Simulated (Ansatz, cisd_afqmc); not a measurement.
Species: Ga, charge -1, triplet.

Total energies in aug-cc-pVTZ, 4 correlated electrons, 14 frozen orbitals. Radicals and triplets start from unrestricted determinants; spin-orbit coupling is neglected. Cores are frozen in correlated methods (noble-gas shells, and filled d and f shells in the p block). No relativity. AFQMC/CISD: phaseless, guided by CISD from CCSD amplitudes; bars are statistical, one sigma. Outlying blocks are dropped, and bars are widened where a walk drifts. Over all cases where full CI ran beside it in this data, AFQMC minus full CI had a median of +0.1 mEh and passed +0.4 mEh in a tenth of the cases.

```tsv
method	program	energy (Eh)	minus CCSDTQ (mEh)
HF	Ansatz	-1923.26047	62.28
MP2	Ansatz	-1923.30573	17.02
CCSD	Ansatz	-1923.31954	3.21
CCSD(T)	Ansatz	-1923.32193	0.82
CCSDT(Q)	Ansatz	-1923.32273	0.02
CCSDTQ	Ansatz	-1923.32275	0.00
AFQMC/CISD	cisd_afqmc	-1923.3223 ± 0.0002	0.4 ± 0.2
```

Ansatz is a program for electronic structure.
